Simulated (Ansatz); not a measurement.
Ansatz results at the PBE0-D4/def2-TZVP geometry: HOMO–LUMO gap (PBE0/def2-TZVPP) 6.99 eV; LUMO energy (PBE/def2-TZVPP) -1.30 eV; size of the dipole moment (B3LYP/def2-TZVPP) 1.16 D.

Each molecule was computed in one conformer, which needn't be the lowest.

(1) Which molecule gave them?
A. `[I][GeH2][I]`
B. `[OH][GeH]([GeH3])[GeH3]`
C. `[CH3][Ge]([NH2])([NH2])[NH2]`
D. `N#[C][GeH]([F])[F]`

Results:

(1) B. The others give `[I][GeH2][I]`: 5.78, -2.70, 1.18; `N#[C][GeH]([F])[F]`: 9.21, -2.49, 3.00; `[CH3][Ge]([NH2])([NH2])[NH2]`: 7.57, -0.23, 1.32.

B3LYP here is the variant with VWN-RPA as its local correlation; programs differ in this.
